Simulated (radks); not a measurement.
Pd40+, 6 electrons, occupied as [He] 2s2 2p2. All-electron calculation, scalar-relativistic Kohn-Sham, PBEsol, spin-polarised, spherical densities, finite nucleus; open shells are filled with parallel spins first (spin-orbit coupling, left out, can overturn this in heavy ions); Fermi nuclear charge, rms radius 4.5318 fm. Program: a radial shooting solver on a logarithmic mesh with Libxc functionals.

Normalised radial functions P(r) = r R(r), r in bohr:

| r | 1s down | 2s up | 3s up |
|---|---|---|---|
| 0.002309 | 1.4782 | 0.5171 | 0.2727 |
| 0.003205 | 1.9321 | 0.6739 | 0.3552 |
| 0.004413 | 2.4708 | 0.8576 | 0.4516 |
| 0.006127 | 3.1108 | 1.0704 | 0.5628 |
| 0.008437 | 3.7822 | 1.2815 | 0.6719 |
| 0.01171 | 4.4336 | 1.4576 | 0.7601 |
| 0.01613 | 4.8966 | 1.5160 | 0.7817 |
| 0.02239 | 5.0105 | 1.3494 | 0.6765 |
| 0.03083 | 4.6096 | 0.8474 | 0.3847 |
| 0.0428 | 3.6435 | -0.0815 | -0.1366 |
| 0.05895 | 2.3693 | -1.2862 | -0.7704 |
| 0.08183 | 1.1478 | -2.4389 | -1.2425 |
| 0.1127 | 0.3870 | -2.9254 | -1.0719 |
| 0.1564 | 0.0741 | -2.4373 | 0.0128 |
| 0.2154 | 0.0072 | -1.3576 | 1.4490 |
| 0.2991 | 0.0002 | -0.4382 | 2.0979 |
| 0.4118 | 0.0000 | -0.0728 | 1.4451 |
| 0.5717 | 0.0000 | -0.0044 | 0.4683 |
| 0.7873 | 0.0000 | -0.0001 | 0.0635 |

1s down: eigenvalue -27419 eV, 0 radial nodes, <r> = 0.0317 bohr, 90 % of the charge inside 0.0569 bohr. 2s up: eigenvalue -6331.9 eV, 1 radial node at r = 0.0418 bohr, <r> = 0.132 bohr, 90 % of the charge inside 0.202 bohr. 3s up (empty): eigenvalue -2678.2 eV, 2 radial nodes at r = 0.0397, 0.156 bohr, <r> = 0.307 bohr, 90 % of the charge inside 0.443 bohr.
